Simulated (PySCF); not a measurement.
**C3H11NO2Si2: full NMR table**

- Formula: C3H11NO2Si2
- SMILES: CO[SiH2]O/C=C/[SiH2]N
- InChI: InChI=1S/C3H11NO2Si2/c1-5-8-6-2-3-7-4/h2-3H,4,7-8H2,1H3/b3-2+
- Point group of the computed structure: C1
- Degrees of unsaturation: 1
- Carbon signals: 3
- Proton signals: 6

Bonds (- single, = double, # triple, : aromatic): C1-O2, O2-Si3, Si3-O4, O4-C5, C5=C6, C6-Si7, Si7-N8. C1 carries H9, H10, H11; Si3 carries H12, H13; C5 carries H14; C6 carries H15; Si7 carries H16, H17; N8 carries H18, H19. Stereochemistry as in CO[SiH2]O/C=C/[SiH2]N.

Equivalent nuclei averaged, one conformer, in vacuum, non-relativistic Hamiltonian. GFN2-xTB geometry; GIAO PBE0/pcSseg-1 shieldings; PySCF 2.14.0 with density-fitted response routines.

References, each an isolated molecule treated in the same way: 1H, 13C, 29Si vs TMS; NH3 for 15N; H2O for 17O.

```tsv
carbon	δC, type	δH (multiplicity)	HMBC from (2–3 bonds)	span of the C tensor (ppm)
C1	50.7, CH3	3.85 (s)	H12/H13	75
C5	159.8, CH	6.32 (d)	H16/H17, H12/H13, H15	192
C6	106.2, CH	4.67 (m)	H14, H16/H17	169
```

Other nuclei:
```tsv
atoms	nucleus	environment	δ (ppm)	σ (ppm)
H16/H17	1H	hydrogen on a silicon bonded to C, N	4.98	26.74
H12/H13	1H	hydrogen on a silicon bonded to 2 O	4.87	26.84
H18/H19	1H	hydrogen on a nitrogen bonded to Si	0.08	31.63
Si3	29Si	silicon bonded to 2 O, 2 H	-39.3	388.5
Si7	29Si	silicon bonded to C, N, 2 H	-42.3	391.4
N8	15N	nitrogen bonded to Si, 2 H	3.1	264.6
O4	17O	oxygen bonded to C, Si	146.3	189.8
O2	17O	oxygen bonded to C, Si	16.6	319.5
```

- Carbon types of the structure: 2 × CH, 1 × CH3, leaving 6 H on heteroatoms.
- δC 159.8: alkene carbon bearing oxygen; an sp2 carbon further deshielded by the attached heteroatom.
- δC 106.2: β carbon of an enol-ether or enamine type C=C; the O or N lone pair pushes π density onto this β carbon and shields it.
- δC 50.7: methyl carbon bonded to O; deshielded by the electronegative neighbour.
- δH 4.67: hydrogen on a β carbon of an enol-ether or enamine type C=C; lone-pair donation from O or N shields it, upfield of ordinary alkene protons.
- δH 0.08: hydrogen on a nitrogen bonded to Si; labile proton, position sensitive to the medium.

Exchangeable OH/NH protons stand at their gas-phase positions; hydrogen bonding in a real sample shifts them, mostly to higher δ. Shifts are as computed. Against solution values, carbons near 30 ppm lie about +3 ppm off and those near 130 ppm about +5 ppm. Of 1211 compounds with measured shifts, 218 miss one by over three times the rms of a fit or turn the order of signals round; such compounds aren't used in these exercises. Experimental scales use liquid or dissolved standards, which lie at an offset from isolated NH3 (liquid NH3: subtract about 20 ppm) and H2O (liquid H2O: subtract about 36 ppm). No couplings were computed; multiplicities are counted from neighbouring protons, with m where these are inequivalent, close in shift, in a saturated or five-membered ring or joined by F or P, and br s for small geminal =CH2 splittings.
